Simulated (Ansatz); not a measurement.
The first iterations of a band of CH7F2NSi2 (13 atoms, charge 0, multiplicity 1).

All numbers below come from Ansatz, RKS B3LYP-D4/def2-SVP.

| Item | Value |
| --- | --- |
| movable images | 5 |
| climbing image | from the first iteration |
| spring | 5.0 eV/Å² |
| optimiser | fire |
| start path | through a guess of the saddle point |
| force threshold | 0.05 eV/Å |
| iteration limit | 60 |
| end points | relaxed |

Initial state:

```xyz
13
Properties=species:S:1:pos:R:3
C 0.302 -2.311 0.051
Si -0.519 -0.689 -0.342
F -2.122 -0.861 -0.113
F -0.336 -0.383 -1.939
Si 0.250 1.250 0.735
N -0.172 2.520 -0.367
H -0.129 -3.122 -0.559
H 0.165 -2.570 1.113
H 1.384 -2.261 -0.153
H 1.712 1.074 1.044
H -0.427 1.467 2.048
H -0.070 2.351 -1.363
H -0.018 3.498 -0.141
```

Final state:

```xyz
13
Properties=species:S:1:pos:R:3
C -0.280 -2.045 0.353
Si 0.224 -0.722 -0.854
F -1.040 -0.438 -1.851
F 1.420 -1.294 -1.801
Si 0.775 1.354 0.082
N -0.764 1.939 0.657
H -0.656 -2.937 -0.174
H -1.077 -1.664 1.012
H 0.573 -2.345 0.984
H 1.505 2.206 -0.914
H 1.677 1.191 1.261
H -1.536 1.963 -0.004
H -0.800 2.754 1.264
```

| iteration | highest image above the first end (eV) | largest band force component (eV/Å) |
| --- | --- | --- |
| 1 | 1.526 | 4.168 |
| 2 | 0.663 | 1.967 |
| 3 | 0.605 | 3.402 |
| 4 | 0.488 | 2.895 |
| 5 | 0.337 | 1.970 |
| 6 | 0.257 | 0.773 |
| 7 | 0.247 | 0.701 |
| 8 | 0.232 | 0.624 |
| 9 | 0.216 | 0.573 |
| 10 | 0.201 | 0.428 |
| 11 | 0.190 | 0.407 |

Question: Does the band converge within its limit, and where does its top end?

Answer: The run converged. It ended after 33 iterations with the highest image 0.065 eV above the first end. The order of the stationary point at the top wasn't checked.

Time of the run: 10 min on 2 threads of Arm Neoverse V1, with other jobs on the host, peak memory 0.31 GiB.
